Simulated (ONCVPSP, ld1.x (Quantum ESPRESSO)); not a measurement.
## Potentials for Ge (Z = 32) compared

Generated with ld1.x 7.5 (TM, RRKJ, ultrasoft, PAW), atompaw 4.2 or ONCVPSP 4.0.1. The cutoff is in Ry: for ld1.x and atompaw files where the sum of valence levels is converged to 10 mRy in a Bessel basis, for ONCV files where the hardest occupied wave has 1 mHa per electron of residual kinetic energy. The error is the largest all-electron minus pseudo excitation energy over each file’s own four to seven test configurations (ionisations up to +4, promotions, holes and added fractions of an electron), all of which were solved. The labels leave out finer settings (local radius, basis sizes, second energies), which also bear on the numbers. Spin-polarised tests are not counted. The rows are a selection from randomly drawn settings: files with unsolved tests, undetermined cutoffs or missed reference levels are left out.

A true bound ghost makes a file unfit for plane-wave use even where its test errors are small: the radial tests pick states by their node count and pass the ghost by.

| potential | cutoff (Ry) | largest error (meV) | bound ghosts |
| --- | --- | --- | --- |
| ONCV, PBE, scalar-relativistic, rc 1.05/0.90/1.05 (spd), local smoothed, core correction no, reference 3s2 3p6 3d10 4s2, qcut 9.9/19/14.3, projectors 2/3/1 | 173 | -3.4 | none |
| PAW, LDA (PZ), scalar-relativistic, rc 1.95/1.70/1.25 (spd), local smoothed, core correction yes, reference 3d10 4s2 4p2 | 90 | -417 | s |
| TM, PBE, scalar-relativistic, rc 1.40/1.45/1.45 (spd), local smoothed, core correction no, reference 4s1 4p3 | 50 | +33 | d |
| ONCV, PBE, scalar-relativistic, rc 1.10/1.05/1.10 (spd), local smoothed, core correction no, reference 3s2 3p6 3d10 4s2 4p1, qcut 8.3/11.4/13.8, projectors 2/2/2 | 162 | -5.0 | none |
| ultrasoft, PBE, scalar-relativistic, rc 1.75/2.20/2.05 (spd), local d, core correction yes, reference 4s2 4p2 | 10 | -302 | none |

(1) Fill in the row for Ge: TM semilocal, PBE, scalar-relativistic, rc 1.80/1.85/1.20 (spd), local d, core correction yes, reference 3d10 4s2 4p2.

Answers

(1) cutoff 200 Ry, largest error -472 meV, bound ghosts: none.
